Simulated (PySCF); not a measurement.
A PySCF script (with the pyscf-properties extension) for the NMR shieldings of `C[C@@H](C=O)C(=O)C[SiH3]`, C5H10O2Si, on a GFN2-xTB geometry:

```python
import basis_set_exchange as bse
import numpy as np
from pyscf import gto, dft
from pyscf.prop import nmr

atoms = """
C    -1.481539    1.162150   -1.270342
C    -0.975053    0.238062   -0.172239
C    -1.938117   -0.875428    0.130481
O    -1.956086   -1.503537    1.153484
C     0.326859   -0.478732   -0.594400
O     0.639243   -0.566857   -1.754702
C     1.123243   -1.002717    0.534157
Si    2.348870    0.347537    1.132036
H    -1.585549    0.611522   -2.202150
H    -0.771782    1.969180   -1.433745
H    -2.443685    1.589729   -0.998441
H    -0.762648    0.780825    0.752904
H    -2.627864   -1.107225   -0.701235
H     1.706717   -1.859143    0.198035
H     0.476624   -1.304058    1.356442
H     1.579957    1.475490    1.665103
H     3.162289   -0.254674    2.186045
H     3.169762    0.784193    0.006910
"""
names = dict.fromkeys(["C", "O", "Si", "H"], "pcSseg-1")
basis = {el: gto.basis.parse(bse.get_basis(n, elements=[el], fmt="nwchem")) for el, n in names.items()}
mol = gto.M(atom=atoms, basis=basis, charge=0, verbose=0)
mf = dft.RKS(mol, xc="PBE0")
mf.grids.level = 2
mf.grids.alignment = dft.numint.BLKSIZE   # the property module wants whole blocks of grid points
mf.conv_tol = 1e-9
mf.kernel()

calc = nmr.RKS(mf)   # GIAO
C = mf.mo_coeff
Co = C[:, mf.mo_occ > 0]
resp = mf.gen_response(singlet=True, hermi=2)
def vind(x):   # induced exchange potential for any number of trial vectors
    d = np.einsum("pi,xij,qj->xpq", C, 2 * x.reshape(-1, C.shape[1], Co.shape[1]), Co, optimize=True)
    return np.einsum("xpq,pi,qj->xij", resp(d - d.transpose(0, 2, 1)), C, Co, optimize=True).ravel()
mo1, _ = nmr.rhf.solve_mo1(calc, with_cphf=vind)
sigma = calc.kernel(mo1)
for i, s in enumerate(sigma):   # ppm
    w = np.linalg.eigvalsh((s + s.T) / 2)
    print("%2d %-2s iso %8.1f  s11 %8.1f  s22 %8.1f  s33 %8.1f" % (i, mol.atom_pure_symbol(i), w.mean(), *w))
```

Question: Give the expected output.

Answer: 
```
 0 C  iso    174.8  s11    168.7  s22    172.3  s33    183.4
 1 C  iso    122.0  s11     85.8  s22    137.7  s33    142.4
 2 C  iso    -20.0  s11   -106.8  s22    -33.1  s33     80.1
 3 O  iso   -370.8  s11  -1012.4  s22   -446.4  s33    346.5
 4 C  iso    -19.0  s11   -110.2  s22    -39.2  s33     92.5
 5 O  iso   -311.3  s11   -887.3  s22   -402.4  s33    355.8
 6 C  iso    158.0  s11    132.6  s22    146.9  s33    194.5
 7 Si iso    415.5  s11    378.6  s22    410.8  s33    457.0
 8 H  iso     29.6  s11     25.1  s22     28.2  s33     35.4
 9 H  iso     30.6  s11     26.3  s22     29.1  s33     36.4
10 H  iso     30.6  s11     26.4  s22     28.0  s33     37.4
11 H  iso     28.2  s11     24.6  s22     28.8  s33     31.1
12 H  iso     22.2  s11     20.1  s22     20.7  s33     25.7
13 H  iso     29.8  s11     26.3  s22     27.4  s33     35.5
14 H  iso     28.3  s11     24.1  s22     28.2  s33     32.7
15 H  iso     27.7  s11     24.4  s22     27.1  s33     31.6
16 H  iso     27.6  s11     24.5  s22     25.1  s33     33.1
17 H  iso     27.8  s11     24.3  s22     26.3  s33     32.9
```

These numbers come from an equivalent density-fitted implementation of the same equations, which agrees with the script to about 0.01 ppm for H and up to a few tenths of a ppm for heavy atoms, so last digits may differ.

Question: Turn these shieldings into chemical shifts. Referencing at the same level of theory: 13C (σ = 186.93 ppm), 29Si (σ = 349.16 ppm), 1H (σ = 31.72 ppm) vs TMS; 17O (σ = 336.08 ppm) vs H2O.

Answer: Averaging equivalent atoms: C 2: 206.9; C 4: 205.9; C 1: 65.0; C 6: 28.9; C 0: 12.1; O 3: 706.9; O 5: 647.4; Si 7: -66.3; H 12: 9.53; H 15/16/17: 4.02; H 11: 3.55; H 14: 3.37; H 13: 1.96; H 8/9/10: 1.44 ppm. Unscaled 17O shifts of doubly bonded oxygen tend to come out too high, by tens of ppm or more. Experimental scales use liquid or dissolved standards, which lie at an offset from isolated H2O (liquid H2O: subtract about 36 ppm).

Size and cost of the density-fitted run: 193 basis functions, 89 s wall time on 1 thread of an Intel Xeon, shared host; peak memory 0.9 GiB.
